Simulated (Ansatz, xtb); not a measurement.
**Relative energy of two isomers of C5H2N4**

We compare a, `N#Cc1cc(C#N)[nH]n1`, a singlet, with b, `N#Cc1cn[nH]c1C#N`, a singlet. Both are isolated molecules in the gas phase, relaxed with B3LYP/def2-SVP.

Quicker runs give these differences E(b) − E(a): GFN2-xTB −5.18 kJ/mol; HF/STO-3G −1.30 kJ/mol (at GFN2-xTB geometries); r2SCAN-D4/def2-SVP −4.19 kJ/mol (at GFN2-xTB geometries).

Problem. Estimate E(b) − E(a) at the level CCSD(T)/def2-SVP + ΔMP2/def2-TZVPP.

Solution. CCSD(T)/def2-SVP + ΔMP2/def2-TZVPP gives E(b) − E(a) = −1.60 kJ/mol, slightly favouring structure b, which is too small a margin to settle the true order.

How the difference moves with the method:

```csv
level,geometry,E(b) − E(a) (kJ/mol),departure from the last row (kJ/mol),"job, with rough time for the two"
GFN2-xTB,GFN2-xTB,−5.18,−3.58,"optimisation, 0.5 s"
HF/STO-3G,GFN2-xTB,−1.30,+0.30,"single point, 1.5 s"
r2SCAN-D4/def2-SVP,GFN2-xTB,−4.19,−2.59,"single point, 8.4 s"
B3LYP/def2-SVP,B3LYP/def2-SVP,−2.25,−0.66,"optimisation, 2 min"
HF/def2-SVP,B3LYP/def2-SVP,−1.65,−0.05,part of the CCSD(T) run
MP2/def2-SVP,B3LYP/def2-SVP,−2.64,−1.05,part of the CCSD(T) run
CCSD(T)/def2-SVP,B3LYP/def2-SVP,−2.29,−0.69,single point
CCSD(T)/def2-SVP + ΔMP2/def2-TZVPP,B3LYP/def2-SVP,−1.60,,"single point, 3.2 min"
```

As drawn, both hold the same kinds of bond in the same numbers.

The largest departure from CCSD(T)/def2-SVP + ΔMP2/def2-TZVPP is that of GFN2-xTB, 3.58 kJ/mol. The last row adds to CCSD(T) the change of the MP2 difference between the two basis sets, here +0.69 kJ/mol.

With thermal terms from frequencies at re-optimised GFN2-xTB minima (ideal gas, soft modes damped towards free rotors, one conformer each, 298.15 K, 1 atm): the zero-point term adds +0.15 kJ/mol; ΔH is −1.45 and ΔG −1.65 kJ/mol.

The correlated steps freeze 9 core orbitals. Run with Ansatz 0.2.0, xtb 6.7.1; the last row on 2 threads of Intel(R) Xeon(R) Processor @ 2.50GHz (Skylake/Cascade Lake) on a shared host.
